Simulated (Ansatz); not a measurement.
`[F][AlH][CH2][SiH3]` + H₂S → `[F][AlH][SH]` + `C[SiH3]` at 400 K and 1 bar (ligand exchange at the Al–C bond).

Program: Ansatz. Geometries: PBE0-D4/def2-TZVP. ΔE: electronic, gas phase. CBS: MP2 limit from def2 TZ/QZ plus the TZ coupled-cluster correction, frozen cores. This one scheme is used for every species. Each species was taken in one conformer, which may not be the lowest.

```json
{"species": "`[F][AlH][CH2][SiH3]`", "CCSD(T)/CBS energy (Eh)": "-672.62924", "H − E (kJ/mol)": "191.9", "S (J/(mol·K))": "388.0"}
{"species": "H₂S", "CCSD(T)/CBS energy (Eh)": "-398.97279", "H − E (kJ/mol)": "53.4", "S (J/(mol·K))": "215.9"}
{"species": "`[F][AlH][SH]`", "CCSD(T)/CBS energy (Eh)": "-740.90186", "H − E (kJ/mol)": "71.8", "S (J/(mol·K))": "313.9"}
{"species": "`C[SiH3]`", "CCSD(T)/CBS energy (Eh)": "-330.73916", "H − E (kJ/mol)": "180.9", "S (J/(mol·K))": "277.1"}
```

H − E and S are ideal-gas, rigid-rotor, harmonic terms from PBE0-D4/def2-TZVP, for one conformer and one mirror image of each species. 1 Eh = 2625.50 kJ/mol, R = 8.31446 J/(mol·K).

By hand: ΔE, ΔH, ΔS and ΔG.

ΔE = (-740.90186) + (-330.73916) − (-672.62924) − (-398.97279) = -0.03899 Eh = -102.4 kJ/mol. Δ(H − E) = 71.8 + 180.9 − 191.9 − 53.4 = 7.4, so ΔH = -95.0 kJ/mol. ΔS = 313.9 + 277.1 − 388.0 − 215.9 = -12.9 J/(mol·K). ΔG = -95.0 − 400 × (-12.9)/1000 = -89.8 kJ/mol.

By hand: the equilibrium constant, and the temperature at which ΔG would vanish if ΔH and ΔS stayed fixed.

log₁₀ K = −ΔG/(RT ln 10) = 11.7. ΔG = 0 at ΔH/ΔS = 7364 K, far beyond where these terms or the molecules hold.

The number of gas molecules stays the same, so ΔS is small and ΔH decides. A doubt of 5 kJ/mol in ΔE shifts log₁₀ K by 0.7 here. Other conformers and mirror images would add mixing entropy, several J/(mol·K) or more a flexible species. Modes under 60 cm⁻¹, often nearly free rotors, make the harmonic entropy too high. These are equilibria of isolated gas molecules and say nothing of rates. Largest T1 diagnostic: 0.012 (customary marks: 0.02 for closed shells, 0.045 for open ones).
